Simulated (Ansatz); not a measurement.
Relaxation of BClFH₅Si (9 atoms, charge 0, multiplicity 1), to a largest force component of 0.03 eV/Å in at most 50 steps.

Computed with RHF/def2-SVP in Ansatz.

```xyz
9
Properties=species:S:1:pos:R:3
B -0.008 -0.546 -0.309
H 0.588 0.422 1.806
Cl 1.224 0.370 -1.198
F -1.207 -0.016 -0.276
Si 0.375 -2.302 0.529
H 0.055 -3.398 -0.426
H 1.807 -2.394 0.902
H -0.459 -2.479 1.745
H 0.485 -0.188 2.157
```

Question: Where does it end, and by what steps?

Answer: It converged. The force dipped under the threshold on the way, but the program's further checks kept it going. After 22 steps the energy has fallen by 0.248 eV; H9 moved furthest, 1.00 Å.

```tsv
step	energy less start (eV)	largest force component (eV/Å)	accepted
0	0.0000	1.348	yes
1	-0.1382	0.746	yes
2	-0.2030	0.538	yes
3	-0.2177	0.522	yes
4	-0.2336	0.454	yes
5	-0.2433	0.070	yes
6	-0.2439	0.059	yes
7	-0.2443	0.027	yes
8	-0.2429	0.137	no
9	-0.2446	0.086	yes
10	-0.2452	0.072	yes
11	-0.2455	0.042	yes
12	-0.2460	0.067	yes
13	-0.2462	0.098	yes
14	-0.2460	0.092	no
15	-0.2467	0.014	yes
16	-0.2473	0.031	yes
17	-0.2433	0.461	no
18	-0.2478	0.004	yes
19	-0.2481	0.058	yes
20	-0.2480	0.145	no
21	-0.2480	0.080	no
22	-0.2484	0.012	yes
```

```xyz
9
Properties=species:S:1:pos:R:3
B -0.101 -0.687 -0.500
H 1.039 0.859 2.424
Cl 1.126 0.257 -1.354
F -1.306 -0.178 -0.465
Si 0.329 -2.499 0.356
H 0.197 -3.551 -0.683
H 1.716 -2.502 0.874
H -0.618 -2.787 1.459
H 0.482 0.556 2.818
```

Time of the run: 33 s on 1 thread of Arm Neoverse V2, on a shared host, peak memory 0.16 GiB.
